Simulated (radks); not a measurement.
The mean radii <r> (bohr) of the occupied orbitals of an atom or ion are listed with their occupations. Calculated with a radial shooting solver on a logarithmic mesh with Libxc functionals: Dirac Kohn-Sham, BLYP, spin-unpolarised, spherical densities, finite nucleus; Fermi nuclear charge, rms radius of each element as measured or else 0.836 A^(1/3) + 0.57 fm.

orbital  occ.      <r>
1s1/2       2  0.02666
2s1/2       2   0.1142
2p1/2       2  0.09619
2p3/2       4   0.1020
3s1/2       2   0.3061
3p1/2       2   0.2962
3p3/2       4   0.3078
3d3/2       4   0.2787
3d5/2       6   0.2824
4s1/2       2   0.7155
4p1/2       2   0.7439
4p3/2       4   0.7714
4d3/2       4   0.8611
4d5/2       6   0.8713
5s1/2       2    1.675
5p1/2       1    1.844

Name the element and its charge. Open shells, if any, fill j = l - 1/2 first.

Answer. Z = 54, xenon, charge +5: Xe5+ in [Kr] 4d10 5s2 5p1. The 1s radius gives Z: for a bare nucleus <r> = (2 gamma + 1)/(2Z) with gamma = sqrt(1 - (Z/c)^2), 0.02628 bohr for Z = 54, and screening makes it slightly larger (0.02666 here). The occupations add up to 49, and the charge is Z minus that.
